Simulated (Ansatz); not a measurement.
Consider the formal exchange of groups at the Si–C bond: `[SiH3]/C=C/[SiH3]` + `C=[CH][GeH3]` → `C=[CH][GeH2][SiH3]` + `C=C[SiH3]`.

Calculated with Ansatz (gas phase, PBE0-D4/def2-TZVP geometries, no zero-point term in ΔE). CBS: MP2 limit from def2 TZ/QZ plus the TZ coupled-cluster correction, frozen cores. This one scheme is used for every species. DFT in def2-TZVPP. B3LYP here is the variant with VWN-RPA as its local correlation; programs differ in this. For Ge outer-core shells are correlated without core-valence functions, which leaves a few kJ/mol of doubt a bond. Scalar relativity is left out up to krypton. Each species was taken in one conformer, which may not be the lowest.

(1) Is it downhill or uphill in electronic energy at CCSD(T)/CBS, and by how much? (Best estimate.)

(2) What do these levels give: PBE-D4, r2SCAN-D4, PBE0-D4, B3LYP-D4, ωB97X-V, B3LYP, HF/def2-TZVPP, CCSD(T)/def2-TZVPP, MP2/def2-QZVPP, SCS-MP2/def2-QZVPP, MP2/CBS(def2), CCSD/CBS(def2)? (Best estimate.)

Largest T1 diagnostic among the species: 0.012.

Answers

(1) Ansatz gave: Downhill: ΔE = -19.1 kJ/mol.

(2) The calculation gave: PBE-D4 -25.3, r2SCAN-D4 -21.1, PBE0-D4 -24.0, B3LYP-D4 -19.1, ωB97X-V -18.1, B3LYP -19.5, HF/def2-TZVPP -12.2, CCSD(T)/def2-TZVPP -18.4, MP2/def2-QZVPP -15.5, SCS-MP2/def2-QZVPP -13.6, MP2/CBS(def2) -16.2, CCSD/CBS(def2) -19.1 kJ/mol.

In def2-TZVPP, CCSD(T) changes the Hartree–Fock value by −6.3 kJ/mol (the triples alone add −0.1 kJ/mol) and MP2 by −3.3 kJ/mol.
